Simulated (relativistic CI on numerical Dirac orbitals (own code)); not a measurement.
Method of calculation: Dirac-Coulomb-Breit CI, separate exchange-only KLI orbitals for each configuration, QED by a radiative potential, unscaled Slater integrals (own radial code, finite nucleus).

Configuration list (outside the closed core 1s2): 2s2.2p, 2s.2p2, 2p3, 2p2.3s, 2p2.3p, 2p2.3d, 2s2.3s, 2s2.3p, 2s2.3d, 2s.2p.3s, 2s.2p.3p, 2s.2p.3d, 2s2.4s, 2s2.4p, 2s2.4d, 2s2.4f, 2s.2p.4s, 2s.2p.4p, 2s.2p.4d, 2s.2p.4f, 2s2.5s, 2s2.5p, 2s2.5d, 2s2.5f, 2s2.5g, 2s.3s2, 2s.3s.3p, 2s.3s.3d, 2s.3p2, 2s.2p.5s, 2s.3p.3d, 2s.2p.5p, 2s.2p.5d, 2p.3s2, 2s.2p.5f, 2s.2p.5g. Levels of other configurations are missing.

At this charge energies of transitions that change n are usually good to better than 1 %, and those within a shell (Δn = 0) to a few per cent.

Outline of the computed level scheme of Kr XXXII. Lowest level of each configuration: 2s2.2p 2P°_1/2 at 0.00 eV; 2s.2p2 4P_1/2 at 86.42 eV; 2p3 4S°_3/2 at 280.56 eV; 2s2.3s 2S_1/2 at 2098.63 eV; 2s2.3p 2P°_1/2 at 2132.24 eV; 2s.2p.3s 4P°_1/2 at 2164.54 eV; 2s2.3d 2D_3/2 at 2179.09 eV; 2s.2p.3p 4D_1/2 at 2193.43 eV; 2s.2p.3d 4F°_3/2 at 2237.64 eV.

Some strong electric-dipole decays among the lowest 45 levels: 2s.2p.3d 4D°_1/2 → 2s.2p2 4P_1/2 (1.2e+14 s⁻¹); 2s2.3d 2D_5/2 → 2s2.2p 2P°_3/2 (7.8e+13 s⁻¹); 2s.2p.3d 4D°_3/2 → 2s.2p2 4P_1/2 (7.3e+13 s⁻¹); 2s2.3d 2D_3/2 → 2s2.2p 2P°_1/2 (7.2e+13 s⁻¹); 2s.2p.3d 2F°_5/2 → 2s.2p2 2D_3/2 (5.5e+13 s⁻¹); 2s.2p.3d 4F°_7/2 → 2s.2p2 4P_5/2 (5.2e+13 s⁻¹); 2s.2p.3d 2D°_3/2 → 2s.2p2 2P_1/2 (4.5e+13 s⁻¹); 2s.2p.3d 4P°_5/2 → 2s.2p2 4P_3/2 (4.5e+13 s⁻¹).

LS names give the leading component of a level, which can be under half, so a name can repeat, a term be missing and a line seem to break the LS rules.
